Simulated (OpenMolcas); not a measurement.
Gd2+ in a point-charge field

Gd2+ among 3 point charges of -2 e arranged as a planar triangle (D3h), 2.68 Å from the ion.
```
   2.6800    0.0000    0.0000  -2.00
  -1.3400    2.3209    0.0000  -2.00
  -1.3400   -2.3209    0.0000  -2.00
```

```yaml
Program: OpenMolcas 26.06
Method: CASSCF
Basis: ANO-RCC-VDZP [7s6p4d2f1g]
Scalar_Hamiltonian: DKH2, point nucleus
Active_space: 8 electrons in 7 orbitals (4f)
State_averaging: 2S+1 = 7 even, 7 roots; 2S+1 = 5 even, 77 roots kept (CI in the orbitals of an earlier block); 2S+1 = 3 even, 13 roots kept (CI in the orbitals of an earlier block)
Spin-orbit_coupling: RASSI with atomic mean-field integrals over the reference wave functions
```

The lowest spin-free states (labels of D3, the rotations of D3h), above the lowest:

| State | Degeneracy | E (cm-1) | Free-ion L (%) |
| --- | --- | --- | --- |
| 7A2 | 1 | 0.0 | F (100) |
| 7E | 2 | 219.2 | F (100) |
| 7E | 2 | 895.0 | F (100) |
| 7A1 | 1 | 2297 | F (100) |
| 7A2 | 1 | 2394 | F (100) |
| 5A1 | 1 | 23768 | D (100) |
| 5E | 2 | 23994 | D (100) |
| 5E | 2 | 24663 | D (100) |
| 5A1 | 1 | 27457 | L (100) |
| 5E | 2 | 27464 | L (100) |
| 5E | 2 | 27482 | L (100) |
| 5A1 | 1 | 27505 | L (100) |
| 5A2 | 1 | 27525 | L (100) |
| 5E | 2 | 27559 | L (99) |
| 5E | 2 | 27609 | L (99) |
| 2S+1 = 5 | 2 | 27662 | L (99) |
| 5E | 2 | 27705 | L (100) |
| 5E | 2 | 27712 | L (100) |
| 5A1 | 1 | 28444 | G (99) |
| 5E | 2 | 28478 | G (99) |

The lowest levels with spin-orbit coupling:

| E (cm-1) | Degeneracy | Label | 2S+1 | J | |mJ| (%) | g |
| --- | --- | --- | --- | --- | --- | --- |
| 0.0 | 1 | A1 | 7 | 5.99 | 0 (100) |  |
| 35.1 | 2 | E | 7 | 5.98 | 1 (100) | 0.00 0.00 3.30 |
| 144.4 | 2 | E | 7 | 5.96 | 2 (100) | 0.00 0.00 6.58 |
| 340.5 | 1 | A2 | 7 | 5.93 | 3 (100) |  |
| 342.1 | 1 | A1 | 7 | 5.93 | 3 (100) |  |
| 658.5 | 2 | E | 7 | 5.89 | 4 (100) | 0.00 0.00 12.86 |
| 1179 | 2 | E | 7 | 5.88 | 5 (100) | 0.00 0.00 15.64 |
| 1890 | 1 | A2 | 7 | 4.95 | 0 (100) |  |
| 1911 | 2 | E | 7 | 4.94 | 1 (100) | 0.00 0.00 3.45 |
| 1978 | 2 | E | 7 | 4.90 | 2 (100) | 0.00 0.00 6.84 |
| 2113 | 1 | A2 | 7 | 4.83 | 3 (100) |  |
| 2120 | 1 | A1 | 7 | 4.82 | 3 (100) |  |
| 2178 | 1 | A1 | 7 | 6.00 | 6 (100) |  |
| 2178 | 1 | A2 | 7 | 6.00 | 6 (100) |  |
| 2437 | 2 | E | 7 | 4.82 | 4 (100) | 0.00 0.00 12.61 |
| 3255 | 1 | A1 | 7 | 3.87 | 0 (100) |  |
| 3262 | 2 | E | 7 | 3.88 | 1 (98) | 0.00 0.00 3.38 |
| 3290 | 2 | E | 7 | 3.83 | 2 (100) | 0.00 0.00 7.12 |
| 3330 | 2 | E | 7 | 5.12 | 5 (98) | 0.00 0.00 14.02 |
| 3347 | 1 | A2 | 7 | 3.79 | 3 (100) |  |

Powder χT (cm3 K/mol): 0.937 at 2 K, 4.61 at 10 K, 10.1 at 50 K, 10.9 at 100 K, 11.4 at 200 K, 11.5 at 300 K. The effective moment at 300 K is 2.828 √(χT) = 9.59 μB.

Hund's rules give f8 the level 7F6 with g = 1.500, so an isolated free-ion multiplet has χT = g² J(J+1) / 8 = 11.812 cm3 K/mol. The computed 11.504 at 300 K differs by -3 %, through the field's splitting, the mixing of terms and any other multiplet in reach.

High states are left out of the spin-orbit mixing, which shifts the levels that they would mix with. The free ion's ground configuration, as NIST lists it, lies outside this active space, so the lowest level here need not be the ground level. This is an electrostatic model: the charges have no orbitals. The first state left out of the spin-orbit step lies near 45000 cm-1 above the lowest spin-free state of the reference (among the parities and spins computed), and the lists stop at four fifths of that energy or lower. No measured value stands beside these numbers.

A state without a sure symmetry label is named by its multiplicity alone. With an even number of electrons the g values are those of a degenerate or nearly degenerate non-Kramers pair.
